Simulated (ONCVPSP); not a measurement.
# Building the ONCV potential for Lu (PBE, scalar-relativistic).

Input for ONCVPSP 4.0.1:

```
# ATOM AND REFERENCE CONFIGURATION
# atsym  z   nc   nv     iexc    psfile
  Lu 71.00    9    4        4      upf
#
#   n    l    f
    1    0    2.00
    2    0    2.00
    2    1    6.00
    3    0    2.00
    3    1    6.00
    3    2   10.00
    4    0    2.00
    4    1    6.00
    4    2   10.00
    4    3   14.00
    5    0    2.00
    5    1    6.00
    5    2    1.00
#
# PSEUDOPOTENTIAL AND OPTIMIZATION
# lmax
    3
#
#   l,   rc,      ep,       ncon, nbas, qcut
    0    1.25    0.00    4    8    5.80
    1    1.30    0.00    5    8    5.40
    2    2.40    0.00    5    9    5.70
    3    0.80    0.00    4    9   21.60
#
# LOCAL POTENTIAL
# lloc, lpopt,  rc(5),   dvloc0
    4    5    0.75    1.00
#
# VANDERBILT-KLEINMAN-BYLANDER PROJECTORs
# l, nproj, debl
    0    2    2.40
    1    2    0.70
    2    2    1.30
    3    2    1.40
#
# MODEL CORE CHARGE
# icmod, fcfact, rcfact
    3    3.25    1.70
#
# LOG DERIVATIVE ANALYSIS
# epsh1, epsh2, depsh
   -4.00    5.00    0.02
#
# OUTPUT GRID
# rlmax, drl
    6.00    0.01
#
# TEST CONFIGURATIONS
# ncnf
    4
# nvcnf
#   n    l    f
    5
    4    3   14.00
    5    0    2.00
    5    1    6.00
    5    2    1.00
    6    0    2.00
#
    5
    4    3   14.00
    5    0    2.00
    5    1    6.00
    5    2    1.00
    6    0    1.00
#
    4
    4    3   14.00
    5    0    2.00
    5    1    6.00
    5    2    0.00
#
    5
    4    3   14.00
    5    0    2.00
    5    1    6.00
    5    2    1.00
    6    0    1.50
#
```

Command:

```bash
oncvpsp.x < Lu.dat > Lu.out
```

Output (shortened: citation, most of the input echo, consistency checks and plot data are left out):

```
ONCVPSP  (Optimized Norm-Conservinng Vanderbilt PSeudopotential)
scalar-relativistic version 4.0.1

#   n    l    f        energy (Ha)
    1    0    2.00    -2.3248124E+03
    2    0    2.00    -3.9618304E+02
    2    1    6.00    -3.4856838E+02
    3    0    2.00    -9.0201119E+01
    3    1    6.00    -7.5915126E+01
    3    2   10.00    -5.8777169E+01
    4    0    2.00    -1.8389240E+01
    4    1    6.00    -1.3702775E+01
    4    2   10.00    -7.5927482E+00
    4    3   14.00    -8.9339711E-01
    5    0    2.00    -2.7846151E+00
    5    1    6.00    -1.7027028E+00
    5    2    1.00    -5.5354634E-01

Reference configufation results
  iterations    35
  all-electron total energy (Ha)   -1.45625856D+04

Begin loop to  construct optimized pseudo wave functions
and semi-local pseudopoentials for all angular momenta

WARNING wellstate: negative energy specified for n= 6 l=  0
WARNING scattering state with energy  0.25000000
WARNING will be used for the first projector

   Wellstate for l =  0  n =  7
     eigenvalue =   0.2500
     asymptotic potential =   0.7500
     half-point radius =  4.0735

Calculating optimized projector #   1

 for l=   0

    Fraction of norm inside rc  0.623068
    Optimizing pswf for qcut=   5.81 a_B^-1,  ecut=  16.90 Ha
    Residual kinetic energy error=  1.08D-02 Ha

    Energy error per electron        Cutoff
         Ha          eV             Ha
         0.01000     0.27211       17.31
         0.00100     0.02721       90.46
         0.00010     0.00272      113.36
         0.00001     0.00027      151.72

Calculating optimized projector #   2

 for l=   0

    Fraction of norm inside rc  0.032703
    Optimizing pswf for qcut=   5.81 a_B^-1,  ecut=  16.90 Ha
    Residual kinetic energy error=  2.42D-03 Ha

    Energy error per electron        Cutoff
         Ha          eV             Ha
         0.01000     0.27211       13.27
         0.00100     0.02721       19.98
         0.00010     0.00272       58.41
         0.00001     0.00027      110.58

WARNING wellstate: negative energy specified for n= 6 l=  1
WARNING scattering state with energy  0.25000000
WARNING will be used for the first projector

   Wellstate for l =  1  n =  7
     eigenvalue =   0.2500
     asymptotic potential =   0.7500
     half-point radius =  5.2288

Calculating optimized projector #   1

 for l=   1

    Fraction of norm inside rc  0.477074
    Optimizing pswf for qcut=   5.41 a_B^-1,  ecut=  14.66 Ha
    Residual kinetic energy error=  2.69D-02 Ha

    Energy error per electron        Cutoff
         Ha          eV             Ha
         0.01000     0.27211       20.75
         0.00100     0.02721       85.60
         0.00010     0.00272      107.09
         0.00001     0.00027      120.76

Calculating optimized projector #   2

 for l=   1

    Fraction of norm inside rc  0.039671
    Optimizing pswf for qcut=   5.41 a_B^-1,  ecut=  14.66 Ha
    Residual kinetic energy error=  4.96D-03 Ha

    Energy error per electron        Cutoff
         Ha          eV             Ha
         0.01000     0.27211        7.28
         0.00100     0.02721       37.06
         0.00010     0.00272      129.75
         0.00001     0.00027      154.05

   Wellstate for l =  2  n =  7
     eigenvalue =   0.7465
     asymptotic potential =   1.2465
     half-point radius =  5.0961

Calculating optimized projector #   1

 for l=   2

    Fraction of norm inside rc  0.624685
    Optimizing pswf for qcut=   5.69 a_B^-1,  ecut=  16.20 Ha
    Residual kinetic energy error=  3.49D-06 Ha

    Energy error per electron        Cutoff
         Ha          eV             Ha
         0.01000     0.27211        8.16
         0.00100     0.02721       10.95
         0.00010     0.00272       13.33
         0.00001     0.00027       15.51

Calculating optimized projector #   2

 for l=   2

    Fraction of norm inside rc  0.109063
    Optimizing pswf for qcut=   5.69 a_B^-1,  ecut=  16.20 Ha
    Residual kinetic energy error=  7.05D-06 Ha

    Energy error per electron        Cutoff
         Ha          eV             Ha
         0.01000     0.27211        8.36
         0.00100     0.02721       11.30
         0.00010     0.00272       13.79
         0.00001     0.00027       16.23

   Wellstate for l =  3  n =  5
     eigenvalue =   0.5066
     asymptotic potential =   1.0066
     half-point radius =  3.0857

Calculating optimized projector #   1

 for l=   3

    Fraction of norm inside rc  0.681391
    Optimizing pswf for qcut=  21.61 a_B^-1,  ecut= 233.50 Ha
    Residual kinetic energy error=  1.10D-05 Ha

    Energy error per electron        Cutoff
         Ha          eV             Ha
         0.01000     0.27211      174.55
         0.00100     0.02721      198.20
         0.00010     0.00272      215.81
         0.00001     0.00027      237.98

Calculating optimized projector #   2

 for l=   3

    Fraction of norm inside rc  0.030044
    Optimizing pswf for qcut=  21.61 a_B^-1,  ecut= 233.50 Ha
    Residual kinetic energy error=  8.96D-07 Ha

    Energy error per electron        Cutoff
         Ha          eV             Ha
         0.01000     0.27211      139.50
         0.00100     0.02721      171.90
         0.00010     0.00272      197.39
         0.00001     0.00027      216.25

Construct Vanderbilt / Kleinmman-Bylander projectors

B matrix Hermiticity error, ll=   0
   1   2   -3.4797E-04

  Orthonormal projector coefficients  2.7496E+01  3.5364E+00

B matrix Hermiticity error, ll=   1
   1   2   -1.7956E-04

  Orthonormal projector coefficients  2.8166E+01  8.3484E+00

B matrix Hermiticity error, ll=   2
   1   2   -7.8983E-05

  Orthonormal projector coefficients  1.0459E+01  7.4105E-01

B matrix Hermiticity error, ll=   3
   1   2    2.8736E-04

  Orthonormal projector coefficients -3.7469E+01 -1.0367E+01

Model core correction analysis
  based on d2Exc/dn_idn_j

d2excae - all-electron derivatives

   -2.135096D-02   -1.185056D-02   -8.654746D-03   -3.366385D-03
   -1.185039D-02   -2.686269D-02   -2.348622D-02   -1.027069D-02
   -8.654602D-03   -2.348617D-02   -2.426412D-02   -1.552973D-02
   -3.366272D-03   -1.027033D-02   -1.552974D-02   -2.512191D-02

d2excps - pseudofunction derivatives with no core correction

   -4.146472D-02   -1.504024D-02   -1.011579D-02   -3.486612D-03
   -1.504008D-02   -2.847965D-02   -2.466113D-02   -1.076091D-02
   -1.011566D-02   -2.466115D-02   -2.501678D-02   -1.581941D-02
   -3.486502D-03   -1.076057D-02   -1.581944D-02   -2.523716D-02

rms 2nd derivative error    5.219036E-03

rmatch, rhocmatch    0.7275   31.9467

Teter function model core charge with specified parameters

d2excps - pseudofunction derivatives with core correction

   -2.916888D-02   -1.055513D-02   -7.617005D-03   -3.026441D-03
   -1.055507D-02   -2.145212D-02   -1.984191D-02   -9.662374D-03
   -7.616917D-03   -1.984184D-02   -2.143080D-02   -1.484459D-02
   -3.026343D-03   -9.662014D-03   -1.484456D-02   -2.480503D-02

rms 2nd derivative error    2.877762E-03

Pseudoatom total energy -271.425045

Diagnostic tests using Vanderbilt-Kleinman-Bylander pseudopotentials
  1 or more projectors used as specified by nproj input data

   l    rcore       rmatch      e in        delta e   norm test  slope test

   0   1.2538070   1.2918753  -2.7846151  -0.0000259   1.0001848   1.0002192
   0   1.2538070   1.2918753   0.2500000   0.0000086   1.0005267   1.0005267

   1   1.3074243   1.3471205  -1.7027028  -0.0000191   1.0001014   1.0001304
   1   1.3074243   1.3471205   0.2500000  -0.0001082   1.0011677   1.0011677

   2   2.4066370   2.4797077  -0.5535463   0.0000000   1.0000402   1.0000461
   2   2.4066370   2.4797077   0.7464537   0.0000111   1.0001913   1.0001913

   3   0.8005383   0.8248444  -0.8933971   0.0001013   1.0004713   1.0003569
   3   0.8005383   0.8248444   0.5066029  -0.0000423   1.0008043   1.0008043

 Testing for bound ghosts
   n   l    E NL Schr. Eq   E Basis Diag.   E Cutoff

       0                      -14.336772    166.60  WARNING - GHOST(-)
   1   0       -2.784641       -2.784361    166.60

   2   1       -1.702722       -1.700681    176.41

   3   2       -0.553546       -0.552988     76.48

   4   3       -0.893296       -0.875051    769.81

 Testing for highly-localized positive-energy ghosts
       l    <radius>/rc     E Basis Diag.   E Cutoff

       1        0.268380        0.600765    176.41  WARNING - GHOST(+)

       2        0.924034        7.285277     76.48  WARNING - GHOST(+)

Test configuration 0

   n   l     f        eae           eps        diff
   1   0  2.0000-2324.81237825
   2   0  2.0000 -396.18303970
   2   1  6.0000 -348.56837581
   3   0  2.0000  -90.20111884
   3   1  6.0000  -75.91512588
   3   2 10.0000  -58.77716856
   4   0  2.0000  -18.38923957
   4   1  6.0000  -13.70277486
   4   2 10.0000   -7.59274822
   4   3 14.0000   -0.89339711   -0.89329582    1.01D-04
   5   0  2.0000   -2.78461510   -2.78464101   -2.59D-05
   5   1  6.0000   -1.70270275   -1.70272182   -1.91D-05
   5   2  1.0000   -0.55354634   -0.55354630    3.97D-08

    Total energies and differences
      AE_ref= -1.45625856D+04  AE_tst= -1.45625856D+04  dif=  0.00D+00
      PS_ref= -2.71425045D+02  PS_tst= -2.71425045D+02  dif= -1.71D-13
      PSP excitation error=  1.71D-13

Test configuration 1

psatom: WARNING lschvkbb convergence error n,l,iter=   3   2  52
ea(ii),et,emin,emax -7.780528E-02 -7.002476E-02 -7.002476E-02 -7.002476E-02
run_config: WARNING for fully non-local PS atom, stg. 2
 WARNING no output for configuration 2

Test configuration 2

   n   l     f        eae           eps        diff
   1   0  2.0000-2324.51635311
   2   0  2.0000 -395.88900639
   2   1  6.0000 -348.27421229
   3   0  2.0000  -89.90819034
   3   1  6.0000  -75.62217856
   3   2 10.0000  -58.48417305
   4   0  2.0000  -18.09594391
   4   1  6.0000  -13.40936529
   4   2 10.0000   -7.29926503
   4   3 14.0000   -0.60010037   -0.59974247    3.58D-04
   5   0  2.0000   -2.49061525   -2.49062302   -7.77D-06
   5   1  6.0000   -1.41031480   -1.41039360   -7.88D-05
   5   2  1.0000   -0.28920603   -0.28923146   -2.54D-05
   6   0  1.0000   -0.37522948   -0.37519543    3.40D-05

    Total energies and differences
      AE_ref= -1.45625856D+04  AE_tst= -1.45630736D+04  dif= -4.88D-01
      PS_ref= -2.71425045D+02  PS_tst= -2.71913173D+02  dif= -4.88D-01
      PSP excitation error=  1.34D-04

Test configuration 3

   n   l     f        eae           eps        diff
   1   0  2.0000-2325.25059025
   2   0  2.0000 -396.62259428
   2   1  6.0000 -349.00808701
   3   0  2.0000  -90.63609532
   3   1  6.0000  -76.35015210
   3   2 10.0000  -59.21289324
   4   0  2.0000  -18.82524427
   4   1  6.0000  -14.13938267
   4   2 10.0000   -8.03027911
   4   3 14.0000   -1.33052610   -1.32857069    1.96D-03
   5   0  2.0000   -3.22314068   -3.22382377   -6.83D-04
   5   1  6.0000   -2.13007976   -2.13113668   -1.06D-03

    Total energies and differences
      AE_ref= -1.45625856D+04  AE_tst= -1.45618522D+04  dif=  7.33D-01
      PS_ref= -2.71425045D+02  PS_tst= -2.70691164D+02  dif=  7.34D-01
      PSP excitation error= -4.71D-04

Test configuration 4

   n   l     f        eae           eps        diff
   1   0  2.0000-2324.38535556
   2   0  2.0000 -395.75875685
   2   1  6.0000 -348.14391895
   3   0  2.0000  -89.77822314
   3   1  6.0000  -75.49220580
   3   2 10.0000  -58.35420061
   4   0  2.0000  -17.96588588
   4   1  6.0000  -13.27928389
   4   2 10.0000   -7.16918425
   4   3 14.0000   -0.47006993   -0.46957918    4.91D-04
   5   0  2.0000   -2.36036746   -2.36038071   -1.33D-05
   5   1  6.0000   -1.28021353   -1.28033625   -1.23D-04
   5   2  1.0000   -0.17105057   -0.17109546   -4.49D-05
   6   0  1.5000   -0.26956909   -0.26953026    3.88D-05

    Total energies and differences
      AE_ref= -1.45625856D+04  AE_tst= -1.45632345D+04  dif= -6.49D-01
      PS_ref= -2.71425045D+02  PS_tst= -2.72074089D+02  dif= -6.49D-01
      PSP excitation error=  1.59D-04
```

Note: ghosts flagged at negative energy: s at -390.1 eV; GHOST(+) flagged for p at 16.3 eV, d at 198.2 eV. A true bound ghost makes a file unfit for plane-wave use.

The run took about 7.5 s on one core of a shared server CPU.
